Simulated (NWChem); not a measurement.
Atomisation of tert-butylthiol (C4H10S)

SMILES: CC(C)(C)S
```xyz
15

C      1.1028    -0.0786    -1.2567
C      0.2525    -0.2425     0.0000
C      1.1028    -0.0786     1.2567
C     -0.4441    -1.6026     0.0000
S     -1.1165     1.0006     0.0000
H      1.8928    -0.8483    -1.2865
H      0.4893    -0.1744    -2.1644
H      1.5942     0.9066    -1.2809
H      0.4893    -0.1744     2.1644
H      1.8928    -0.8483     1.2865
H      1.5942     0.9066     1.2809
H     -1.0768    -1.7274     0.8921
H     -1.0768    -1.7274    -0.8921
H      0.3094    -2.4064     0.0000
H     -0.3269     2.0976     0.0000
```
Charge 0, spin multiplicity 1.

All runs are NWChem calculations. The geometry was optimised at PBE0/def2-SVP, held to Cs symmetry and with no frequency check, so it may be a saddle point. It is one conformer; others weren't searched.

Basis set: def2-SVP. The atomisation energy is electronic alone: no zero-point, thermal, spin-orbit or counterpoise terms. No value is extrapolated to the basis-set limit. Free atoms are single determinants with multiplicities C 3, S 3, H 2. Correlated methods freeze the same cores in atoms and molecule, 9 orbitals in all.

B3LYP has NWChem's definition, with VWN1-RPA local correlation. No SCF solution was tested for a lower state. Open-shell Hartree-Fock references start from PBE0 orbitals.

For the atomisation energy, HF gives 1035.5 kcal/mol and B3LYP gives 1354.2 kcal/mol. What do PBE0, BLYP, PBE give?

PBE0: 1371.9 kcal/mol; BLYP: 1339.6 kcal/mol; PBE: 1383.8 kcal/mol.
